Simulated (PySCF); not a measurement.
## Electron correlation in Br²⁺ (bromine, charge +2)

[Ar] 3d10 4s2 4p3, high-spin 4S determinant. Calculation: PySCF 2.14, in x2c-TZVPPall (6s5p4d1f, 48 functions); scalar relativity by spin-free X2C-1e. Frozen: [Ne]; 23 electrons correlated.

MP2 pair energies summed by pair of shells (mhartree):

| pair | energy | share (%) |
| --- | --- | --- |
| 3d-3d | -82.88 | 31.8 |
| 4s-4p | -52.62 | 20.2 |
| 3p-3d | -38.83 | 14.9 |
| 4p-4p | -17.50 | 6.7 |
| 3s-3d | -15.63 | 6.0 |
| 3d-4s | -13.52 | 5.2 |
| 3d-4p | -13.52 | 5.2 |
| 4s-4s | -8.64 | 3.3 |
| 3p-3p | -6.46 | 2.5 |
| 3s-3p | -4.26 | 1.6 |
| 3p-4s | -2.93 | 1.1 |
| 3p-4p | -2.06 | 0.8 |
| 3s-3s | -0.85 | 0.3 |
| 3s-4s | -0.36 | 0.1 |
| 3s-4p | -0.32 | 0.1 |

Total MP2 correlation energy: -260.37 mhartree.

Same-spin part -86.85 and opposite-spin part -173.53 mhartree; SCS-MP2 scales them by 1/3 and 6/5 to -237.18 mhartree.

This basis was not built for core-valence correlation, so the inner-shell part is incomplete.
